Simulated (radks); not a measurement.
Q: Tm XXXII, configuration [Kr] 4d2 (the NIST ground configuration). Calculated with a radial shooting solver on a logarithmic mesh with Libxc functionals: Dirac Kohn-Sham, BLYP, spin-unpolarised, spherical densities, finite nucleus; open shells fill j = l - 1/2 first; Fermi nuclear charge, rms radius 5.2256 fm.

Spin-orbit splittings of the eigenvalues, e(l+1/2) - e(l-1/2), with zeta = 2 splitting/(2l+1) and mean radii in bohr:

shell  occ.  splitting (eV)  zeta (eV)  <r> j=l-1/2  <r> j=l+1/2
2p        6           980.7      653.8      0.07005      0.07742
3p        6           211.4      140.9       0.2083       0.2216
3d       10               ?          ?       0.1946       0.1987
4p        6           62.27      41.51       0.4530       0.4737
4d        2           13.22      5.290       0.4670       0.4730

Estimate the 3d splitting.

A: 46.49 eV (zeta = 18.59 eV).
